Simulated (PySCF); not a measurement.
Atomic charges by several schemes

Species: C7H8P2S.
Numbering: `[CH:1]#[C:2][P:3]([CH3:4])/[CH:5]=[CH:6]\[P@@H:7](=[S:8])[C:9]#[CH:10]` (hydrogens: H11 on C1; H12, H13, H14 on C4; H15 on C5; H16 on C6; H17 on P7; H18 on C10)

Cartesian coordinates in Å at the GFN2-xTB level; atoms count from 1:
```
atom  x, y, z in Å
C1    -2.1142    1.5875    1.0721
C2    -1.8038    0.6008    0.4586
P3    -1.2086   -0.8928   -0.2816
C4    -2.6924   -1.3162   -1.2972
C5    -0.2150   -0.0539   -1.5644
C6     1.0656    0.1789   -1.3001
P7     1.7800   -0.4809    0.2244
S8     2.3083   -2.3361    0.1348
C9     3.1205    0.6302    0.5288
C10    4.1394    1.2400    0.7243
H11   -2.4211    2.4610    1.5703
H12   -3.0336   -0.4557   -1.8720
H13   -2.4348   -2.1333   -1.9706
H14   -3.4917   -1.6490   -0.6366
H15   -0.6799    0.2344   -2.5004
H16    1.7528    0.6582   -1.9883
H17    0.9241   -0.0911    1.2551
H18    4.9958    1.8244    0.9017
```

Density: PBE0/pcSseg-1 (PySCF); schemes: Mulliken, IAO, Hirshfeld and ESP-fitted. One conformer (not necessarily the lowest) at the GFN2-xTB geometry, without solvent, vibrations or thermal averaging.

Give the atomic charges in each scheme.

In e; atoms taken as equivalent share a row and are averaged (×n: the atom named and its like, n in all):

```json
{"atom": "C1", "environment": "terminal alkyne carbon", "Mulliken": "-0.358", "IAO": "-0.211", "Hirshfeld": "-0.096", "ESP-fitted": "-0.389"}
{"atom": "C2", "environment": "alkyne carbon", "Mulliken": "+0.002", "IAO": "-0.281", "Hirshfeld": "-0.118", "ESP-fitted": "+0.008"}
{"atom": "P3", "environment": "phosphine phosphorus", "Mulliken": "+0.451", "IAO": "+0.588", "Hirshfeld": "+0.217", "ESP-fitted": "+0.044"}
{"atom": "C4", "environment": "sp3 carbon bound to phosphorus", "Mulliken": "-0.465", "IAO": "-0.602", "Hirshfeld": "-0.154", "ESP-fitted": "-0.363"}
{"atom": "C5", "environment": "alkene CH carbon", "Mulliken": "-0.269", "IAO": "-0.302", "Hirshfeld": "-0.073", "ESP-fitted": "+0.069"}
{"atom": "C6", "environment": "alkene CH carbon", "Mulliken": "-0.277", "IAO": "-0.374", "Hirshfeld": "-0.089", "ESP-fitted": "-0.326"}
{"atom": "P7", "environment": "phosphorus bonded to 2 C, S and H", "Mulliken": "+0.523", "IAO": "+0.998", "Hirshfeld": "+0.312", "ESP-fitted": "+0.015"}
{"atom": "S8", "environment": "sulfur bonded to P", "Mulliken": "-0.304", "IAO": "-0.555", "Hirshfeld": "-0.307", "ESP-fitted": "-0.285"}
{"atom": "C9", "environment": "alkyne carbon", "Mulliken": "-0.066", "IAO": "-0.318", "Hirshfeld": "-0.110", "ESP-fitted": "+0.199"}
{"atom": "C10", "environment": "terminal alkyne carbon", "Mulliken": "-0.263", "IAO": "-0.159", "Hirshfeld": "-0.060", "ESP-fitted": "-0.488"}
{"atom": "H11", "environment": "alkyne hydrogen", "Mulliken": "+0.055", "IAO": "+0.205", "Hirshfeld": "+0.097", "ESP-fitted": "+0.302"}
{"atom": "H12/H13/H14", "environment": "methyl hydrogen", "Mulliken": "+0.155", "IAO": "+0.162", "Hirshfeld": "+0.050", "ESP-fitted": "+0.139"}
{"atom": "H15", "environment": "vinylic hydrogen", "Mulliken": "+0.145", "IAO": "+0.161", "Hirshfeld": "+0.058", "ESP-fitted": "+0.103"}
{"atom": "H16", "environment": "vinylic hydrogen", "Mulliken": "+0.154", "IAO": "+0.177", "Hirshfeld": "+0.060", "ESP-fitted": "+0.216"}
{"atom": "H17", "environment": "P–H hydrogen", "Mulliken": "+0.139", "IAO": "-0.028", "Hirshfeld": "+0.005", "ESP-fitted": "+0.127"}
{"atom": "H18", "environment": "alkyne hydrogen", "Mulliken": "+0.069", "IAO": "+0.211", "Hirshfeld": "+0.107", "ESP-fitted": "+0.352"}
```

Mean size of the charges over all atoms: IAO 0.314 e, Mulliken 0.223 e, ESP-fitted 0.206 e, Hirshfeld 0.112 e. Each set sums to the total charge, 0, to within 0.001 e. The IAO scheme counts the electrons in orthogonalised intrinsic atomic orbitals, a minimal basis polarised so that it spans the occupied orbitals exactly.

Some averages cover members that differ in this geometry: H12/H13/H14, ESP-fitted +0.102 to +0.159 e.

Lowest charge. The schemes don't all agree: Mulliken C4 (-0.465); IAO C4 (-0.602); Hirshfeld S8 (-0.307); ESP-fitted C10 (-0.488).

Highest charge. The schemes don't all agree: Mulliken P7 (+0.523); IAO P7 (+0.998); Hirshfeld P7 (+0.312); ESP-fitted H18 (+0.352).

How many electrons does the Mulliken scheme count on P7?

Z − q = 15 − (+0.523) = 14.477.

Sum the charges by element, for elements with more than one atom.

```tsv
element	atoms	Mulliken	IAO	Hirshfeld	ESP-fitted
C	7	-1.696	-2.245	-0.700	-1.290
P	2	+0.974	+1.586	+0.529	+0.059
H	8	+1.027	+1.214	+0.478	+1.517
```

How closely do the schemes follow one another over all atoms?

Correlation coefficient and root-mean-square difference: IAO with Hirshfeld 0.97, 0.256 e; Mulliken with IAO 0.92, 0.180 e; Mulliken with Hirshfeld 0.87, 0.161 e; Mulliken with ESP-fitted 0.66, 0.214 e; Hirshfeld with ESP-fitted 0.54, 0.209 e; IAO with ESP-fitted 0.50, 0.340 e.
